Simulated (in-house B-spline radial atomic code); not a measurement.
Settings and results of a run for Sn³⁺. Method: non-relativistic Hartree-Fock, spin-polarised, averaged over the determinants with the given up and down occupations, point nucleus. Calculated with an all-electron radial atomic-structure program (B-spline basis).

Command:
```bash
python run_scf.py task.json out
```
Settings:
```
Z                50
configuration    [Kr] 4d10 5s1
hamiltonian      nr
method           hf
spin_polarised   True
```

Output (hartree, bohr):
```
 radial grid: 56 intervals, B-splines of order 8, outer radius 39.1892 bohr

 iter        energy (Eh)    residual
    1       -6006.340452    6.66e-01
    2       -6016.386760    4.40e-01
    3       -6020.814384    1.16e-01
    4       -6021.143219    4.02e-02
    5       -6021.164055    1.47e-02
    6       -6021.169675    3.14e-03
    7       -6021.169760    9.93e-04
    8       -6021.169771    1.25e-04
    9       -6021.169771    6.79e-06
   10       -6021.169771    1.23e-06
   11       -6021.169771    1.73e-07

 total energy                     -6021.16977
 kinetic                            6021.1698
 electron-nucleus                 -14271.2739
 electron-electron                  2228.9344

 orbital      occ     eigenvalue          <r>       <r^2>       <1/r>       <r^4>     <1/r^3>       r_max
 1s up      1.000     -1042.3013    0.0304193  0.00123785     49.4749 3.88232e-06           -     0.02015
 1s down    1.000     -1042.2974    0.0304194  0.00123786     49.4748 3.88238e-06           -     0.02015
 2s up      1.000      -158.0471     0.131248   0.0202407     11.3309 0.000697866           -      0.1114
 2s down    1.000      -158.0431     0.131251   0.0202417     11.3305 0.000697936           -      0.1114
 2p up      3.000      -147.5587     0.112164   0.0153043     11.3065 0.000460835     4046.12     0.08739
 2p down    3.000      -147.5576     0.112165   0.0153044     11.3065 0.000460845     4046.08     0.08739
 3s up      1.000       -32.6670     0.350505    0.140227      4.1044   0.0298573           -      0.3189
 3s down    1.000       -32.6587     0.350572    0.140281     4.10337   0.0298813           -       0.319
 3p up      3.000       -28.2753     0.342111    0.135564     4.01598   0.0292245     743.407      0.3061
 3p down    3.000       -28.2721     0.342112    0.135565     4.01595   0.0292253     743.399      0.3061
 3d up      5.000       -20.2303     0.313601    0.116362     3.86341   0.0247499     117.832      0.2517
 3d down    5.000       -20.2294     0.313585     0.11635     3.86357   0.0247447     117.844      0.2517
 4s up      1.000        -6.5775     0.849735    0.814971     1.60361    0.983684           -      0.7719
 4s down    1.000        -6.5590     0.851414    0.818138     1.59952    0.991238           -       0.773
 4p up      3.000        -5.0300     0.901903    0.927106     1.49149     1.32683     125.717      0.8014
 4p down    3.000        -5.0239     0.900146    0.922507      1.4934     1.30547     125.987      0.8015
 4d up      5.000        -2.4277      1.07078     1.34524     1.22857     3.15788     14.1079      0.8829
 4d down    5.000        -2.4197      1.06378     1.32504     1.23496     3.03604     14.2557      0.8818
 5s up      1.000        -1.3958        2.255     5.67959    0.561522     46.8674           -       2.015
```

Run time, properties included: 0.17 s on 1 thread of Intel(R) Xeon(R) 6975P-C (shared host).
